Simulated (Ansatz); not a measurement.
`N#C[O][GaH2]` + H₂ → `[GaH3]` + `N#CO` at 500 K and 1 bar (hydrogenolysis of a Ga–O bond).

Program: Ansatz. Geometries: PBE0-D4/def2-TZVP. ΔE: electronic, gas phase. CBS: MP2 limit from def2 TZ/QZ plus the TZ coupled-cluster correction, frozen cores. This one scheme is used for every species. For Ga outer-core shells are correlated without core-valence functions, which leaves a few kJ/mol of doubt a bond. Scalar relativity is left out up to krypton. Each species was taken in one conformer, which may not be the lowest.

| species | CCSD(T)/CBS energy (Eh) | H − E (kJ/mol) | S (J/(mol·K)) |
| --- | --- | --- | --- |
| `N#C[O][GaH2]` | -2093.04540 | 102.4 | 354.4 |
| H₂ | -1.17544 | 41.0 | 145.5 |
| `[GaH3]` | -1925.70545 | 69.3 | 243.1 |
| `N#CO` | -168.48100 | 78.6 | 266.9 |

H − E and S are ideal-gas, rigid-rotor, harmonic terms from PBE0-D4/def2-TZVP, for one conformer and one mirror image of each species. The MP2-based limit puts H₂ 0.8 mEh under its directly extrapolated value; such offsets cancel only in part. 1 Eh = 2625.50 kJ/mol, R = 8.31446 J/(mol·K).

Question: By hand: ΔE, ΔH, ΔS and ΔG.

Answer: ΔE = (-1925.70545) + (-168.48100) − (-2093.04540) − (-1.17544) = 0.03439 Eh = 90.3 kJ/mol. Δ(H − E) = 69.3 + 78.6 − 102.4 − 41.0 = 4.5, so ΔH = 94.8 kJ/mol. ΔS = 243.1 + 266.9 − 354.4 − 145.5 = 10.1 J/(mol·K). ΔG = 94.8 − 500 × (10.1)/1000 = 89.8 kJ/mol.

Question: By hand: the equilibrium constant, and the temperature at which ΔG would vanish if ΔH and ΔS stayed fixed.

Answer: log₁₀ K = −ΔG/(RT ln 10) = -9.4. ΔG = 0 at ΔH/ΔS = 9386 K, far beyond where these terms or the molecules hold.

The number of gas molecules stays the same, so ΔS is small and ΔH decides. A doubt of 5 kJ/mol in ΔE shifts log₁₀ K by 0.5 here. Other conformers and mirror images would add mixing entropy, several J/(mol·K) or more a flexible species. These are equilibria of isolated gas molecules and say nothing of rates. Largest T1 diagnostic: 0.015 (customary marks: 0.02 for closed shells, 0.045 for open ones).
